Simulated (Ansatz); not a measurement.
Consider the substitution at a C–Se bond: `CC(=N)C[SeH]` + HBr → `CC(=N)CBr` + H₂Se.

Gas-phase electronic energies from Ansatz, PBE0-D4/def2-TZVP geometries. CCSD(T)/CBS is the MP2 limit (def2-TZVPP, def2-QZVPP) plus CCSD(T) − MP2 in def2-TZVPP, frozen cores. Functionals use def2-TZVPP. For Br, Se outer-core shells are correlated without core-valence functions, which leaves a few kJ/mol of doubt a bond. Scalar relativity is left out up to krypton. One conformer a species, not always the lowest.

Question: Is it downhill or uphill in electronic energy at CCSD(T)/CBS, and by how much? (Estimate.)

Answer: The calculation gave: Uphill: ΔE = +0.10 eV.

Question: What do these levels give: B2PLYP, PBE, r2SCAN, MP2/def2-QZVPP, HF/CBS(def2), CCSD/CBS(def2)? (Best estimate.)

Answer: Ansatz gave: B2PLYP 0.08, PBE 0.08, r2SCAN 0.08, MP2/def2-QZVPP 0.12, HF/CBS(def2) 0.04, CCSD/CBS(def2) 0.09 eV.

Largest T1 diagnostic among the species: 0.010.

The D4 term adds +0.03 eV with B3LYP and +0.02 eV with PBE0; it sums over pairs of atoms, weighted by their polarisabilities, and B3LYP, whose exchange is more repulsive, gets the larger term. In def2-TZVPP, CCSD(T) changes the Hartree–Fock value by +0.07 eV (the triples alone add +0.01 eV) and MP2 by +0.09 eV.

B3LYP here is the variant with VWN-RPA as its local correlation; programs differ in this.
